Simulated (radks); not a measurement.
Values are calculated unless marked as measured or tabulated.
The lanthanum anion La- inside a hard spherical wall (all orbitals vanish at R), configuration held at [Xe] 5d2 6s2 and not refilled when levels cross. Level of theory: scalar-relativistic Kohn-Sham, r2SCAN, spin-polarised, spherical densities, finite nucleus; open shells are filled with parallel spins first (spin-orbit coupling, left out, can overturn this in heavy ions); meta-GGA in the generalised Kohn-Sham scheme; Fermi nuclear charge, rms radius 4.855 fm (a radial shooting solver on a logarithmic mesh with Libxc functionals). Eigenvalues in eV for spin up, with the zero of energy where the potential of the charges vanishes at infinity; a dash marks a level that is unbound or too diffuse for the functional's potential to be trusted. A positive occupied level is held by the wall or, in an anion where self-interaction has pushed it up, behind a barrier. The pressure on the wall is -dE/dV.

| R (bohr) | E (hartree) | kinetic (hartree) | e(5s) | e(5p) | e(6s) | e(5d) | e(6p, empty) | e(7s, empty) | pressure (GPa) |
|---|---|---|---|---|---|---|---|---|---|
| 20 | -8493.9897 | 8984.407 | -34.650 | -17.985 | 0.039 | 1.310 | 1.758 | 2.100 | 0.000553 |
| 12 | -8493.9821 | 8984.445 | -34.071 | -17.408 | 0.476 | 1.821 | 2.469 | 4.704 | 0.0632 |
| 10 | -8493.9667 | 8984.512 | -33.413 | -16.760 | 0.955 | 2.371 | 3.204 | 7.118 | 0.302 |
| 7 | -8493.8386 | 8984.976 | -30.615 | -14.076 | 3.480 | 4.722 | 6.978 | 18.018 | 4.90 |
| 5 | -8493.2909 | 8986.786 | -25.476 | -9.301 | 11.380 | 9.892 | 18.003 | 45.536 | 57.2 |
| 4 | -8492.1235 | 8990.836 | -19.541 | -3.589 | 25.286 | 17.251 | 35.727 | 84.765 | 301 |
| 3.5 | -8490.6201 | 8996.053 | -14.077 | 2.063 | 40.850 | 24.838 | 54.361 | 123.03 | 814 |
| 2 | -8457.9091 | 9094.255 | 57.983 | 85.248 | 265.86 | 132.20 | 298.92 | 571.48 | 42400 |
